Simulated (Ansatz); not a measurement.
Geometry optimisation, RKS PBE-D4/def2-SVP in Ansatz 0.2.0.

Input:

```yaml
crystal:
  periodic: [false, false, false]
  atoms:
    - { symbol: F, position_ang: [-2.5612, 0.5194, -1.0826] }
    - { symbol: Si, position_ang: [-1.019, 1.0984, -1.2073] }
    - { symbol: C, position_ang: [0.1804, -0.1406, -1.5551] }
    - { symbol: B, position_ang: [0.182, -0.0635, 0.0255] }
    - { symbol: Si, position_ang: [0.6311, -0.6836, 1.7784] }
    - { symbol: H, position_ang: [-0.6871, 2.5042, -0.8475] }
    - { symbol: H, position_ang: [1.2044, 0.2452, -1.9272] }
    - { symbol: H, position_ang: [-0.1417, -1.0715, -1.9721] }
    - { symbol: H, position_ang: [0.3503, -2.0966, 1.9668] }
    - { symbol: H, position_ang: [2.0695, -0.4369, 2.0117] }
    - { symbol: H, position_ang: [-0.1434, 0.0686, 2.8301] }
basis:
  gaussian: { orbitals: def2-SVP }
hamiltonian:
  xc: pbe
  dispersion: d4
relax:
  f_tol: 0.015
  max_steps: 40
```

Command:

```bash
$ ansatz run input.yaml --threads 2 --pin off --max-ram 3072MiB --backend cpu --events-out ev --progress --plain --runs-dir out
```

Question: Where does it end, and by what steps?

Answer: The forces met the threshold. The force dipped under the threshold on the way, but the program's further checks kept it going. After 25 steps the energy has fallen by 1.424 eV; H6 moved furthest, 1.17 Å.

```csv
step,energy less start (eV),largest force component (eV/Å),accepted
0,0.0000,3.295,yes
1,-0.5890,1.567,yes
2,-0.7912,1.434,yes
3,-0.8946,0.803,yes
4,-0.9887,0.568,yes
5,-1.0821,0.732,yes
6,-1.1516,1.028,yes
7,-1.1860,2.346,yes
8,-1.3108,0.921,yes
9,-1.3623,0.408,yes
10,-1.3924,0.564,yes
11,-1.4033,0.303,yes
12,-1.4103,0.184,yes
13,-1.4123,0.147,yes
14,-1.4148,0.070,yes
15,-1.4169,0.076,yes
16,-1.4173,0.180,yes
17,-1.4201,0.095,yes
18,-1.4213,0.023,yes
19,-1.4220,0.046,yes
20,-1.4230,0.031,yes
21,-1.4234,0.063,yes
22,-1.4238,0.038,yes
23,-1.4239,0.022,yes
24,-1.4240,0.010,yes
25,-1.4240,0.006,yes
```

```xyz
11
Properties=species:S:1:pos:R:3
F -2.432 1.381 -0.378
Si -0.838 1.356 -0.768
C 0.286 -0.308 -1.393
B 0.410 0.163 0.015
Si 0.631 -0.773 1.764
H -0.720 2.222 -1.985
H 0.315 0.316 -2.315
H 0.303 -1.379 -1.677
H 0.968 -2.235 1.602
H 1.752 -0.129 2.543
H -0.612 -0.670 2.612
```

Whether the end is a true minimum wasn't checked by a vibrational analysis.

The run took 2.9 min on 2 threads of Intel(R) Xeon(R) Processor @ 2.50GHz (Skylake/Cascade Lake), on a shared host, peak memory 0.16 GiB.
